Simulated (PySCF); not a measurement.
Method: r2SCAN-D4/def2-TZVP run with PySCF. Isolated molecules, 0 K electronic values unless said otherwise. One relaxed conformer stands for a flexible species; it need not be the lowest. 

Reference species (SMILES): `[NH2][Ga]([NH2])[NH2]` (neutral, multiplicity 1).

The HOMO–LUMO gap is 5.47 eV and the HOMO is -5.66 eV.

Changed species: `[NH2][GaH2]` (whole molecule; the reference has whole molecule).

Question: Give the shifts of the HOMO–LUMO gap and HOMO.

Answer: the HOMO–LUMO gap falls by 0.32 eV, to 5.15 eV; the HOMO falls by 0.67 eV, to -6.33 eV.
